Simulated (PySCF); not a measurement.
Compound: Me3Si(SMe), C4H12SSi.
Bonds: C1–S2, S2–Si3, Si3–C4, Si3–C5, Si3–C6. Hydrogens: H7, H8, H9 on C1; H10, H11, H12 on C4; H13, H14, H15 on C5; H16, H17, H18 on C6.

The same species was optimised twice, with GFN2-xTB and with PBE0-D3(BJ)/def2-SVP (PySCF), and the same property calculations (PySCF, gas phase) were run on both structures.

```csv
coordinate,GFN2-xTB,PBE0-D3(BJ)/def2-SVP,change
Si3–C6 (Å),1.908,1.880,-0.028
Si3–C4 (Å),1.908,1.879,-0.029
Si3–C5 (Å),1.897,1.875,-0.022
S2–Si3 (Å),2.178,2.159,-0.019
C1–S2 (Å),1.821,1.822,+0.001
S2–Si3–C6 (°),109.4,110.2,+0.8
S2–Si3–C4 (°),109.4,110.1,+0.7
C5–Si3–C6 (°),111.6,111.0,-0.6
C1–S2–Si3 (°),100.7,101.1,+0.4
S2–Si3–C5 (°),104.8,104.5,-0.3
C4–Si3–C5 (°),111.5,111.2,-0.3
C4–Si3–C6 (°),110.0,109.8,-0.2
C1–S2–Si3–C4 (°),57,59,+2
```

Rotational constants: A = 2623, B = 1565, C = 1456 MHz (GFN2-xTB) against A = 2684, B = 1583, C = 1470 MHz (PBE0-D3(BJ)/def2-SVP). Atoms that the bonding makes alike are paired by their places after alignment.

On the GFN2-xTB structure: HOMO (eV) -6.48 [PBE0/pcSseg-1]; LUMO (eV) 0.84 [PBE0/pcSseg-1]; dipole (D) 1.99 [PBE0/pcSseg-1]; GIAO shielding of C1 (ppm) 174.9 [PBE0/pcSseg-1]; GIAO shielding of S2 (ppm) 665.7 [PBE0/pcSseg-1]; GIAO shielding of Si3 (ppm) 327.0 [PBE0/pcSseg-1]; GIAO shielding of C4/C5/C6 (mean) (ppm) 186.5 [PBE0/pcSseg-1].

Question: What do these properties become on the PBE0-D3(BJ)/def2-SVP structure?

Answer: 
```json
{"property": "HOMO (eV)", "level": "PBE0/pcSseg-1", "on GFN2-xTB": "-6.48", "on PBE0-D3(BJ)/def2-SVP": "-6.54", "change": "-0.06"}
{"property": "LUMO (eV)", "level": "PBE0/pcSseg-1", "on GFN2-xTB": "0.84", "on PBE0-D3(BJ)/def2-SVP": "0.81", "change": "-0.03"}
{"property": "dipole (D)", "level": "PBE0/pcSseg-1", "on GFN2-xTB": "1.99", "on PBE0-D3(BJ)/def2-SVP": "1.94", "change": "-0.05"}
{"property": "energy, GFN2-xTB geometry as zero (kcal/mol)", "level": "PBE0/pcSseg-1", "on GFN2-xTB": "0.0", "on PBE0-D3(BJ)/def2-SVP": "-1.3", "change": "-1.3"}
{"property": "GIAO shielding of C1 (ppm)", "level": "PBE0/pcSseg-1", "on GFN2-xTB": "174.9", "on PBE0-D3(BJ)/def2-SVP": "172.3", "change": "-2.6"}
{"property": "GIAO shielding of S2 (ppm)", "level": "PBE0/pcSseg-1", "on GFN2-xTB": "665.7", "on PBE0-D3(BJ)/def2-SVP": "674.0", "change": "+8.3"}
{"property": "GIAO shielding of Si3 (ppm)", "level": "PBE0/pcSseg-1", "on GFN2-xTB": "327.0", "on PBE0-D3(BJ)/def2-SVP": "330.5", "change": "+3.5"}
{"property": "GIAO shielding of C4/C5/C6 (mean) (ppm)", "level": "PBE0/pcSseg-1", "on GFN2-xTB": "186.5", "on PBE0-D3(BJ)/def2-SVP": "184.7", "change": "-1.8"}
```

The heavy atoms differ by 0.026 Å rms after alignment (one structure mirrored). Among bonds between heavy atoms Si3–C4 and Si3–C6 change most and about equally (-0.029 to -0.028 Å). Changes are differences of the printed values. Neither structure is proved a minimum here.

Conformer computed: `[CH3:1][S:2][Si:3]([CH3:4])([CH3:5])[CH3:6]`: C1–S2–Si3–C4 59°.
